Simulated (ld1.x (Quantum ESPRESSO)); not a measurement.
## Before and after: TM semilocal potential for Ga (Z = 31)

```json
{"Element": "Ga (Z = 31)", "Generator": "ld1.x (Quantum ESPRESSO) 7.5", "Type": "norm-conserving Troullier–Martins (semilocal form)", "Functional": "PBEsol", "Relativity": "scalar-relativistic", "Frozen core": "[Ar] 3d10", "Valence charge": "3", "Reference configuration": "4s2 4p0.5 (charge +0.5)", "Partial waves": "4s (bound): rc 1.90 bohr; 4d channel at 0.35 Ry: rc 1.70 bohr; 4p (bound): rc 1.80 bohr", "Local potential": "the p channel", "Core correction": "none"}
```

Change: wave 4s (bound): rc 1.90 bohr becomes 4s (bound): rc 2.38 bohr.

Cutoffs: the cutoffs (Ry, on a coarse ladder) from which the occupation-weighted sum of valence levels, in a spherical-Bessel basis at the reference potential, stays within 10 and 1 mRy of its value at 400 Ry; they do not see the model core or the augmentation charge, which bear on the density cutoff. Errors are all-electron minus pseudo energies relative to the spin-unpolarised reference configuration.

**Question.** Predict the effect on cutoff, ghosts and configuration errors.

**Answer.** The potential gets softer (15 Ry and 35 Ry → 10 Ry and 25 Ry); of the 7 tests that both files solve, the error grows in 2 and shrinks in 4 by more than 15 % and 0.3 meV (median size 11.7 → 3.2 meV); neither file shows a bound ghost. A larger radius leaves more room for a smooth pseudo-wave, so fewer plane waves are needed. A semilocal file is local in each channel, so a ghost entry of none says nothing of the separable form that plane-wave codes build from it.

```tsv
quantity	base	changed
cutoff, loose	15 Ry	10 Ry
cutoff, tight	35 Ry	25 Ry
loose cutoff by channel (10 mRy a level)	s 12 Ry, p 6 Ry	s 8 Ry, p 6 Ry
bound ghosts	none	none
error for 4s2 4p1, meV [ΔE -2.03 eV]	+0.5	+0.7
error for 4s2 4p0, meV [ΔE 3.65 eV]	-0.1	+0.6
error for 4s1 4p0, meV [ΔE 24.79 eV]	+21	+14
error for 4s0 4p3, meV [ΔE 11.36 eV]	+72	+57
error for 4s2 4p1.3, meV [ΔE -2.56 eV]	+1.2	+1.6
error for 4s1 4p2, meV [ΔE 4.52 eV]	+19	+12
error for 4s1 4p1, meV [ΔE 11.06 eV]	+12	+3.2
```
